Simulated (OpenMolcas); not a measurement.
# Xe3+: effect of the active space

| Quantity | Value |
| --- | --- |
| Program | OpenMolcas |
| Method | SS-CASPT2 or its RAS form, IPEA 0.25 Eh, imaginary shift 0.1 Eh |
| Basis | ANO-RCC-VQZP |
| Scalar Hamiltonian | DKH2, point nucleus |
| Spin-orbit coupling | RASSI with atomic mean-field integrals over the reference wave functions, term energies averaged over their components |

A. 3 electrons in 3 orbitals (5p); 2S+1 = 4 odd, 1 root; 2S+1 = 2 odd, 8 roots; closed shells correlated: 4d 5s; CASPT2 step roughly 2.6 core-seconds
B. 5 electrons in 9 orbitals (RAS2 5s 5p; RAS3 5d, at most 2 electrons); 2S+1 = 4 odd, 1 root; 2S+1 = 2 odd, 11 roots; 2S+1 = 4 even, 3 roots; 2S+1 = 2 even, 9 roots; closed shells correlated: 4d; CASPT2 step about 23 core-seconds

Energies in cm-1 above 5s2 5p3 4S* 3/2, the measured ground level; measured values from Saloman, J. Phys. Chem. Ref. Data 33, 765 (2004).

```json
{"Level": "5s2 5p3 4S* 3/2", "A": "0.0", "B": "0.0", "Measured": "0.0"}
{"Level": "5s2 5p3 2D* 3/2", "A": "13770", "B": "13350", "Measured": "13267"}
{"Level": "5s2 5p3 2D* 5/2", "A": "17580", "B": "17000", "Measured": "17511"}
{"Level": "5s2 5p3 2P* 1/2", "A": "28720", "B": "28260", "Measured": "28036"}
{"Level": "5s2 5p3 2P* 3/2", "A": "35080", "B": "34250", "Measured": "35650"}
```

Deviations, from unrounded energies. A percentage is the sum of absolute deviations over the sum of measured energies, with the sign that they share, or ± where signs differ.

```csv
Against measurement,Levels,A,B
mean absolute deviation (cm-1),4,460,550
other terms of the ground configuration (%),4,±1.9,±2.3
```

A lies closest to measurement on these levels. The largest miss of A in the table is 5s2 5p3 2P* 1/2, by +680 cm-1. The ranking rests on the paired levels alone, and a cruder setting can come out closer through cancelling errors.

Between A and B the level of the table that moves most is 5s2 5p3 2P* 3/2, by 830 cm-1 (lowest in B, highest in A). Moves below CASPT2's spread within the term are not significant.

Term energies are means over components that CASPT2 splits; among the terms shown or strongly mixed into the levels shown the widest spread is 150 cm-1 (5s2 5p3 2D*, A). With the s shell closed, the reference lacks s² → p² mixing (holds for A). The run also gave levels led by 5s 5p3 5d, 5s2 5p2 5d, which use shells meant for correlation; these and all levels above them are left out (holds for B). Computed and measured levels are paired by configuration, term and J; levels that our copy of the source lacks, or whose pairing is in doubt (as where it misses far off the trend of its configuration), stay unpaired and out of the deviations. Levels of configurations outside the active space are missing. The table leaves out levels that lie high or whose names do not pair safely across all columns.

* marks odd parity.
